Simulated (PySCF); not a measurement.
**Ionisation energy of Cu⁺ by level of theory**

Cu⁺ [Ar] 3d10 (1S) → Cu²⁺ [Ar] 3d9 (2D), as a difference of total energies. Calculation: PySCF 2.14, in cc-pVDZ-PP with ECP10MDF; a scalar-relativistic core potential. Correlated levels: valence: 3s2 3p6 frozen. The calculations carry no spin-orbit coupling.

```
           method  ionisation energy (eV)
              UHF                  17.169
              LDA                  21.415
            B3LYP                  20.351
    MP2 (valence)                  20.305
SCS-MP2 (valence)                  19.913
```

How much does correlation contribute at MP2 (valence)?

20.305 − (17.169) = 3.136 eV, measured against UHF.

The reference lies between the lowest fine-structure levels, while these numbers refer to the centres of the terms.

Errors of the correlated levels include the incompleteness of this basis and the frozen core.

For comparison: 20.292 eV (measured; NIST Atomic Spectra Database, ionization energies).
